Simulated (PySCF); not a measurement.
Where the electron goes

C2H9N2PSi2.
Structure used (GFN2-xTB), in Å, numbered top down from 1:
```
atom  x, y, z in Å
C1    -3.149    0.498   -0.373
N2    -1.916   -0.200   -0.643
Si3   -0.403    0.283   -0.011
P4     1.019   -1.213   -0.891
Si5    2.837   -0.765    0.303
C6     3.419    0.920   -0.248
N7     3.761    1.956   -0.596
H8    -3.333    1.307   -1.087
H9    -3.093    0.931    0.622
H10   -3.991   -0.195   -0.410
H11   -1.939   -0.687   -1.528
H12   -0.516    0.211    1.452
H13    0.105    1.613   -0.379
H14    0.634   -2.273   -0.096
H15    3.890   -1.721   -0.045
H16    2.667   -0.655    1.757
```

Computed with TDDFT PBE0/def2-SVPD, vertical, gas phase, core orbitals frozen in the response (PySCF).

Kohn–Sham orbitals with the atoms that hold most of them (Löwdin shares over 4%, at most four atoms; ? is withheld):

| orbital | ε (eV) | atoms |
| --- | --- | --- |
| LUMO+2 | -0.35 | Si5 24%, P4 21%, C6 10%, H16 10% |
| LUMO+1 | -0.57 | Si5 20%, C6 16%, N7 15%, Si3 13% |
| LUMO | -0.67 | ? |
| HOMO | ? | ? |
| HOMO-1 | -7.74 | P4 60%, Si3 12%, Si5 10%, H14 6% |
| HOMO-2 | -9.04 | P4 33%, Si5 16%, Si3 13%, H15 8% |
| HOMO-3 | -9.73 | N7 28%, C6 22%, Si3 10%, P4 7% |

Q: Give the leading atoms of the HOMO.

A: N2 (bonded to C, Si and H) 56%; C1 (bonded to N and 3 H) 11%; Si3 (bonded to N, P and 2 H) 10%; H8 (bonded to C) 6%.

Q: Give the leading atoms of the LUMO.

A: Si5 (bonded to C, P and 2 H) 23%; C6 (bonded to N and Si) 22%; N7 (bonded to C) 21%; P4 (bonded to 2 Si and H) 15%.

Q: What is the HOMO energy, and the HOMO–LUMO gap?

A: ε(HOMO) = -7.12 eV; the gap is 6.44 eV (0.2368 hartree).

Q: How does S1 compare with the orbital gap of 6.44 eV?

A: S1 is at 5.44 eV (f = 0.0054), 1.00 eV below the gap, made of HOMO→LUMO+1 (72%), HOMO→LUMO+2 (18%). Its leading pair isn't HOMO and LUMO; the energies of that pair differ by 6.55 eV. 

Q: Give energy, strength and leading configuration of S1 and S2, and follow the Löwdin shares of the leading atoms from the occupied to the empty orbital.

A: 
- S1 (5.44 eV, f 0.0054), HOMO→LUMO+1 (72%): N2 56% → at most 13%, C1 11% → at most 13%, Si5 at most 6% → 20%, C6 at most 6% → 16%
- S2 (5.61 eV, f 0.0016), HOMO→LUMO (95%): N2 56% → at most 15%, C1 11% → at most 15%, Si5 at most 6% → 23%, C6 at most 6% → 22%

Löwdin shares depend on the basis, the more so with diffuse functions.

On one thread, Intel Xeon Platinum 8488C (x86_64), shared host with 192 logical CPUs at a one-minute load of 31, this took 43 s of wall time (grids of density and orbitals included) and 0.88 GiB of memory at its peak.

One conformer stands for the species.
